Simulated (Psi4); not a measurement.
C₄H₁₁O₂, charge +1, singlet, geometry from GFN2-xTB; CAM-B3LYP/STO-3G (Psi4).

Input for Psi4:
```
memory 2 GB

molecule {
1 1
C    -2.15155968   -1.05435310   -0.18700047
O    -1.03706568   -0.60282853    0.56491278
C    -0.74096859    0.75977972    0.44396047
C     0.32326333    1.03534935   -0.63017207
O     1.64623900    0.69231972   -0.08650531
C     1.87356508   -0.73366169    0.08883428
H    -3.06051875   -0.52494889    0.10758144
H    -2.25908821   -2.11062448    0.04540578
H    -1.99283928   -0.93152040   -1.26253072
H    -0.35610810    1.09864137    1.41167953
H    -1.63596451    1.34445172    0.20391310
H     0.35300515    2.09951916   -0.86576621
H     0.13060297    0.44812033   -1.53217384
H     2.34477065    1.05032971   -0.67154185
H     2.80548219   -0.85117473    0.63889335
H     1.04210989   -1.13125798    0.67311258
H     1.92936068   -1.25015116   -0.86956641
}

set {
  basis sto-3g
}

energy('cam-b3lyp')
print_variables()
```

**Question.** What does Psi4 print? Leave out banner, timings and long lists.

**Answer.** 
```
   => Loading Basis Set <=

    Name: STO-3G
    Role: ORBITAL
    Keyword: BASIS

         ---------------------------------------------------------
                                   SCF
               by Justin Turney, Rob Parrish, Andy Simmonett
                          and Daniel G. A. Smith
                              RKS Reference
         ---------------------------------------------------------

  ==> Geometry <==

    Molecular point group: c1
    Full point group: C1

    Geometry (in Angstrom), charge = 1, multiplicity = 1:

       Center              X                  Y                   Z               Mass
    ------------   -----------------  -----------------  -----------------  -----------------
         C           -2.159142568599    -1.062612405983    -0.210079714448    12.000000000000
         O           -1.044648568599    -0.611087835983     0.541833535552    15.994914619570
         C           -0.748551478599     0.751520414017     0.420881225552    12.000000000000
         C            0.315680441401     1.027090044017    -0.653251314448    12.000000000000
         O            1.638656111401     0.684060414017    -0.109584554448    15.994914619570
         C            1.865982191401    -0.741920995983     0.065755035552    12.000000000000
         H           -3.068101638599    -0.533208195983     0.084502195552     1.007825032230
         H           -2.266671098599    -2.118883785983     0.022326535552     1.007825032230
         H           -2.000422168599    -0.939779705983    -1.285609964448     1.007825032230
         H           -0.363690988599     1.090382064017     1.388600285552     1.007825032230
         H           -1.643547398599     1.336192414017     0.180833855552     1.007825032230
         H            0.345422261401     2.091259854017    -0.888845454448     1.007825032230
         H            0.123020081401     0.439861024017    -1.555253084448     1.007825032230
         H            2.337187761401     1.042070404017    -0.694621094448     1.007825032230
         H            2.797899301401    -0.859434035983     0.615814105552     1.007825032230
         H            1.034527001401    -1.139517285983     0.650033335552     1.007825032230
         H            1.921777791401    -1.258410465983    -0.892645654448     1.007825032230

  Running in c1 symmetry.

  Rotational constants: A =      0.20724  B =      0.07104  C =      0.06047 [cm^-1]
  Rotational constants: A =   6212.74995  B =   2129.63148  C =   1812.71171 [MHz]
  Nuclear repulsion =  275.013438903066515

  Charge       = 1
  Multiplicity = 1
  Electrons    = 50
  Nalpha       = 25
  Nbeta        = 25

  ==> Algorithm <==

  SCF Algorithm Type is DF.
  DIIS enabled.
  MOM disabled.
  Fractional occupation disabled.
  Guess Type is SAD.
  Energy threshold   = 1.00e-06
  Density threshold  = 1.00e-06
  Integral threshold = 1.00e-12

  ==> Primary Basis <==

  Basis Set: STO-3G
    Blend: STO-3G
    Number of shells: 29
    Number of basis functions: 41
    Number of Cartesian functions: 41
    Spherical Harmonics?: true
    Max angular momentum: 1

  ==> DFT Potential <==

   => LibXC <=

    Version 7.1.2
    S. Lehtola, C. Steigemann, M. J. T. Oliveira, and M. A. L. Marques,  SoftwareX 7, 1–5 (2018) (10.1016/j.softx.2017.11.002)

   => Composite Functional: CAM-B3LYP <=

    CAM-B3LYP Hyb-GGA Exchange-Correlation Functional

    T. Yanai, D. P. Tew, and N. C. Handy,  Chem. Phys. Lett. 393, 51 (2004) (10.1016/j.cplett.2004.06.011)

    Deriv               =              1
    GGA                 =           TRUE
    Meta                =          FALSE

    Exchange Hybrid     =           TRUE
    MP2 Hybrid          =          FALSE

   => Exchange Functionals <=

    0.3500         Becke 88 [omega = 0.3300]
    0.4600   Short-range recipe for B88 functional - erf [omega = 0.3300]

   => Exact (HF) Exchange <=

    0.4600            HF,LR [omega = 0.3300]
    0.1900               HF

[...]
  Using in-core AOs.

  ==> MemDFJK: Density-Fitted J/K Matrices <==

    J tasked:                   Yes
    K tasked:                   Yes
    wK tasked:                  Yes
    Omega:                3.300E-01
    Algorithm:                 Core
    Schwarz Cutoff:           1E-12
    Mask sparsity (%):       1.1898
    Fitting Condition:        1E-10

   => Auxiliary Basis Set <=

  Basis Set: (STO-3G AUX)
    Blend: DEF2-UNIVERSAL-JKFIT
    Number of shells: 216
    Number of basis functions: 652
    Number of Cartesian functions: 762
    Spherical Harmonics?: true
    Max angular momentum: 4

  Minimum eigenvalue in the overlap matrix is 2.1901535718E-01.
  Reciprocal condition number of the overlap matrix is 8.9020073837E-02.
    Using symmetric orthogonalization.

  ==> Pre-Iterations <==

  SCF Guess: Superposition of Atomic Densities via on-the-fly atomic UHF (no occupation information).

   -------------------------
    Irrep   Nso     Nmo
   -------------------------
     A         41      41
   -------------------------
    Total      41      41
   -------------------------

  ==> Iterations <==

                           Total Energy        Delta E     RMS |[F,P]|

   @DF-RKS iter SAD:  -301.62457226555080   -3.01625e+02   0.00000e+00
   @DF-RKS iter   1:  -305.00928201271569   -3.38471e+00   9.29595e-03 DIIS/ADIIS
   @DF-RKS iter   2:  -305.07403642291041   -6.47544e-02   5.83345e-03 DIIS/ADIIS
   @DF-RKS iter   3:  -305.10759280117770   -3.35564e-02   6.93291e-04 DIIS/ADIIS
   @DF-RKS iter   4:  -305.10807403839493   -4.81237e-04   1.88105e-04 DIIS/ADIIS
   @DF-RKS iter   5:  -305.10811281795418   -3.87796e-05   1.84125e-05 DIIS
   @DF-RKS iter   6:  -305.10811344317204   -6.25218e-07   7.94560e-06 DIIS
   @DF-RKS iter   7:  -305.10811352337328   -8.02012e-08   1.53855e-06 DIIS
   @DF-RKS iter   8:  -305.10811352757082   -4.19755e-09   5.78467e-07 DIIS
  Energy and wave function converged.

  ==> Post-Iterations <==

   Electrons on quadrature grid:
      Ntotal   =   49.9999957297 ; deviation = -4.270e-06

    Orbital Energies [Eh]
    ---------------------

    Doubly Occupied:

[...]
      25A     -0.375899

    Virtual:

[...]
      41A      0.434377

    Final Occupation by Irrep:
              A
    DOCC [    25 ]
    NA   [    25 ]
    NB   [    25 ]

  @DF-RKS Final Energy:  -305.10811352757082

   => Energetics <=

    Nuclear Repulsion Energy =            275.0134389030665147
    One-Electron Energy =                -949.8596098095744082
    Two-Electron Energy =                 400.5052788356950373
    DFT Exchange-Correlation Energy =     -30.7672214567578983
    Empirical Dispersion Energy =           0.0000000000000000
    VV10 Nonlocal Energy =                  0.0000000000000000
    Total Energy =                       -305.1081135275708220

Computation Completed

Properties will be evaluated at   0.000000,   0.000000,   0.000000 [a0]

Properties computed using the SCF density matrix

 Multipole Moments:

 ------------------------------------------------------------------------------------
     Multipole            Electronic (a.u.)      Nuclear  (a.u.)        Total (a.u.)
 ------------------------------------------------------------------------------------

 L = 1.  Multiply by 2.5417464519 to convert [e a0] to [Debye]
 Dipole X            :          2.7455469           -0.7308086            2.0147383
 Dipole Y            :          1.6417254           -0.7959994            0.8457260
 Dipole Z            :          1.1137348           -2.2242864           -1.1105517
 Magnitude           :                                                    2.4510708

 ------------------------------------------------------------------------------------

  Variable Map:
  ----------------------------------------------------------------------------
[...]
  Array Variable Map:
  ----------------------------------------------------------------------------
[...]
[...]
```
